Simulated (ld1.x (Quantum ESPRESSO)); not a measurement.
# gallium, ultrasoft: configuration errors across variants

ld1.x (Quantum ESPRESSO) 7.5 input, shortened:

```
&input
   title='Ga', zed=31., rel=2, dft='PZ', iswitch=3,
   config='[Ar] 3d10 4s2 4p1', rel_dist='average'
 /
 &inputp
   pseudotype=3, tm=.true., lloc=-1, rcloc=2.10,
   nlcc=.false.
 /
6
4S  1  0   2.00   0.00  1.75  2.35  0.0
4S  1  0   0.00   0.20  1.75  2.35  0.0
4P  2  1   1.00   0.00  1.85  1.95  0.0
4P  2  1   0.00   0.70  1.85  1.95  0.0
3D  3  2  10.00   0.00  0.55  0.65  0.0
3D  3  2   0.00  -0.10  0.55  0.65  0.0
 &test
   configts(1)='3d10 4s2 4p1'
 /
```

Open shells are filled in proportion to 2j + 1 (rel_dist='average').

All-electron excitation energies from the reference (eV): (1) 3d10 4s2 4p0 5.890; (2) 3d10 4s1 4p0 27.393; (3) 3d10 4s0 4p0 58.993; (4) 3d10 4s1 4p2 6.610; (5) 3d10 4s2 4p1.3 -0.578; (6) 3d10 4s2 4p0.5 2.121; (7) 3d10 4s1 4p1 13.338.

The overlap operator is not positive definite (basis up to 400 Ry) in “local potential all-electron potential smoothed inside 0.96 bohr (lloc = -1)”. Such files are unfit for use, however small their errors in these radial tests.

1 further variants failed, have other tests or too few solved ones, and are left out.

Errors AE − PS in meV (a dash: test not solved or not reliable):

| change | (1) | (2) | (3) | (4) | (5) | (6) | (7) | bound ghosts |
| --- | --- | --- | --- | --- | --- | --- | --- | --- |
| base | -0.5 | -2.4 | +2.8 | 0.0 | 0.0 | -0.1 | -0.2 | none |
| all radii scaled by about 0.90 (s 2.12, p 1.76, d 0.58 bohr, rcut 1.58/1.66/0.50); local potential all-electron potential smoothed inside 1.90 bohr (lloc = -1) | -0.4 | -1.9 | +4.5 | +0.3 | 0.0 | -0.1 | 0.0 | none |
| type PAW; local potential all-electron potential smoothed inside 0.90 bohr (lloc = -1); core correction a·sin(br)/r model core, default radius (ld1.x builds one for every PAW set, though the input has nlcc=.false.); augmentation PSQ, radius 0.55 bohr | +0.2 | +6.3 | +35 | +1.5 | 0.0 | 0.0 | +2.5 | not determined |
| local potential all-electron potential smoothed inside 0.96 bohr (lloc = -1) | -0.5 | -1.7 | +6.7 | +0.1 | 0.0 | -0.1 | 0.0 | not determined (overlap not positive) |
| wave 3d channel at -0.1 Ry: rcut 0.55, rcutus 0.65 bohr becomes 3d channel at 0.7 Ry: rcut 0.55, rcutus 0.65 bohr | -0.5 | -2.4 | +2.8 | 0.0 | 0.0 | -0.1 | -0.2 | none |
| local potential all-electron potential smoothed inside 1.45 bohr (lloc = -2) | -0.5 | -1.8 | +5.3 | +0.1 | 0.0 | -0.1 | -0.1 | none |
| waves 4p (bound): rcut 1.85, rcutus 2.24 bohr; 4p channel at 0.7 Ry: rcut 1.85, rcutus 2.24 bohr | -0.5 | -2.4 | +2.8 | +0.1 | 0.0 | -0.1 | -0.2 | none |
| waves 4s (bound): rcut 1.75, rcutus 3.22 bohr; 4s channel at 0.2 Ry: rcut 1.75, rcutus 3.22 bohr | -0.5 | -2.3 | +2.9 | 0.0 | 0.0 | -0.1 | -0.2 | none |

Q: Give the same row for: augmentation PSQ, inside the norm-conserving radii.

A: +0.7, +1.6, +7.4, -1.5, 0.0, +0.1, -1.4; bound ghosts: none.
